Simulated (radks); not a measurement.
Species: In10+. Configuration: [Kr] 4d3.

Method: scalar-relativistic Kohn-Sham, r2SCAN, spin-polarised, spherical densities, finite nucleus; open shells are filled with parallel spins first (spin-orbit coupling, left out, can overturn this in heavy ions); meta-GGA in the generalised Kohn-Sham scheme; Fermi nuclear charge, rms radius 4.6156 fm; computed with a radial shooting solver on a logarithmic mesh with Libxc functionals.

Energy parts (Ry):
| part | energy |
|---|---|
| total | -11701.86776 |
| kinetic | 12200.67687 |
| electron-nucleus | -27726.33834 |
| Hartree | 4130.18466 |
| exchange-correlation | -306.39095 |

Orbitals (lengths in bohr, moments of r in powers of bohr; <r^-3> diverges for s and p1/2; r(90%) holds 90 % of the orbital's charge):
| orbital | occ. | eigenvalue (Ry) | <r^2> | <1/r> | r(90%) | <r^-3> |
|---|---|---|---|---|---|---|
| 1s up | 1 | -2058.434 | 0.001195 | 51.85 | 0.0534 | - |
| 1s down | 1 | -2058.436 | 0.001195 | 51.85 | 0.0534 | - |
| 2s up | 1 | -321.9794 | 0.01946 | 11.83 | 0.198 | - |
| 2s down | 1 | -321.8642 | 0.01945 | 11.84 | 0.198 | - |
| 2p up | 3 | -290.2999 | 0.01536 | 11.38 | 0.183 | 4374 |
| 2p down | 3 | -290.2145 | 0.01536 | 11.38 | 0.183 | 4376 |
| 3s up | 1 | -73.18611 | 0.1377 | 4.207 | 0.510 | - |
| 3s down | 1 | -73.15755 | 0.1377 | 4.205 | 0.510 | - |
| 3p up | 3 | -62.73973 | 0.1386 | 4.001 | 0.519 | 809.3 |
| 3p down | 3 | -62.69791 | 0.1385 | 4.000 | 0.519 | 808.2 |
| 3d up | 5 | -46.61557 | 0.1236 | 3.768 | 0.508 | 110.9 |
| 3d down | 5 | -46.52772 | 0.1235 | 3.767 | 0.508 | 110.8 |
| 4s up | 1 | -22.50111 | 0.7345 | 1.713 | 1.16 | - |
| 4s down | 1 | -22.11461 | 0.7335 | 1.718 | 1.16 | - |
| 4p up | 3 | -19.15478 | 0.8233 | 1.593 | 1.23 | 164.2 |
| 4p down | 3 | -18.75937 | 0.8226 | 1.597 | 1.23 | 165.4 |
| 4d up | 3 | -14.07908 | 1.011 | 1.396 | 1.39 | 19.14 |
| 4d down | 0 | -13.67013 | 1.010 | 1.400 | 1.39 | 19.34 |

The highest occupied level is 4d up at -191.56 eV. Spin moment in Bohr magnetons: 3. The electron density at the nucleus is 1.795e+05 e/bohr^3 (large components only). Summed over all electrons, <r^2> = 11.91 bohr^2, which gives a Langevin (diamagnetic) susceptibility term of -9.44 x 10^-6 cm^3/mol.
